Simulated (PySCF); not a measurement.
**Assigning NMR signals**

Geometry (Å), atoms numbered from 1 in this order:
```xyz
19

C    -1.9111   -1.2408    0.1476
N    -1.2039    0.0171    0.1984
C    -1.9591    1.1084   -0.3658
C     0.1718    0.0539    0.0897
C     0.8965    0.9954   -0.5630
Si    2.7209    0.6867   -0.3398
C     2.3012   -0.8110    0.7264
C     0.9771   -0.9336    0.8229
H    -1.3076   -2.0451    0.5554
H    -2.8301   -1.1629    0.7334
H    -2.1812   -1.5068   -0.8838
H    -1.5095    2.0532   -0.0656
H    -2.0043    1.0687   -1.4627
H    -2.9766    1.0668    0.0246
H     0.4435    1.7789   -1.1441
H     3.4391    0.3373   -1.5694
H     3.4566    1.7048    0.4168
H     2.9743   -1.4757    1.2420
H     0.4927   -1.6859    1.4297
```

PySCF 2.14 calculation with geometry from GFN2-xTB and shieldings: GIAO PBE0/pcSseg-1; no relativistic terms, one conformer, in vacuum, fast rotation and ring inversion assumed for equivalent nuclei.

Shifts are taken against calculated references (same method and geometry level): ¹³C (σref 186.93), ¹H (σref 31.72) against TMS.

**Question.** Assign these signals to the numbered atoms. ¹³C{¹H} NMR (computed): δ 170.0, 152.0, 138.8, 85.5, 41.2.

**Answer.** 
170.0 → C4, alkene carbon bearing nitrogen: an sp2 carbon further deshielded by the attached heteroatom
152.0 → C8, alkene CH: an sp2 carbon of a C=C bond
138.8 → C7, alkene CH
85.5 → C5, β carbon of an enol-ether or enamine type C=C: the O or N lone pair pushes π density onto this β carbon and shields it
41.2 → C1/C3, methyl carbon bonded to N: the inductive effect lowers its shielding

**Question.** Assign these signals to the numbered atoms. ¹H NMR (500 MHz, computed): δ 7.30 (d, 1H), 6.45 (m, 1H), 4.74 (m, 2H), 3.85 (t, 1H), 2.84 (s, 6H).

**Answer.** 
7.30 → H19, hydrogen on an alkene CH: attached to an sp2 carbon and in the plane of the double bond
6.45 → H18, hydrogen on an alkene CH
4.74 → H16/H17, hydrogen on a silicon bonded to 2 C, in a 5-membered ring
3.85 → H15, hydrogen on a β carbon of an enol-ether or enamine type C=C: lone-pair donation from O or N shields it, upfield of ordinary alkene protons
2.84 → H9/H10/H11/H12/H13/H14, hydrogen on a methyl carbon bonded to N: its carbon carries N, which withdraws density

Shifts are as computed. Against solution values, carbons near 30 ppm lie about +3 ppm off and those near 130 ppm about +5 ppm. Of 1211 compounds with measured shifts, 218 miss one by over three times the rms of a fit or turn the order of signals round; such compounds aren't used in these exercises. No couplings were computed; multiplicities are counted from neighbouring protons, with m where these are inequivalent, close in shift, in a saturated or five-membered ring or joined by F or P, and br s for small geminal =CH2 splittings.
